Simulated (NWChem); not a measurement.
System: CCl2, singlet; SMILES Cl[C]Cl

Here is an NWChem input.

```
start job
memory heap 200 mb stack 700 mb global 900 mb
geometry units angstroms noautoz
  Cl     1.394715     0.000000    -0.159238
  C      0.000000     0.000000     0.826695
  Cl    -1.394715     0.000000    -0.159238
end
basis spherical
  Cl library def2-svp
  C library def2-svp
end
dft
  xc m06
  iterations 150
  mulliken
end
task dft energy
```

Low-valent species are run as closed-shell singlets; no triplet was tried in these runs. All runs use the structure optimised with PBE0-D3(BJ)/def2-TZVP.

What results follow from this input? (M06/def2-SVP.) Quantities: energy (Ha); highest occupied level (eV); orbital gap (eV); dipole (D).


```
Item                          Result
---------------------------  -------
energy (Ha)                  -958.02
highest occupied level (eV)    -7.18
orbital gap (eV)                4.20
dipole (D)                      1.43
```
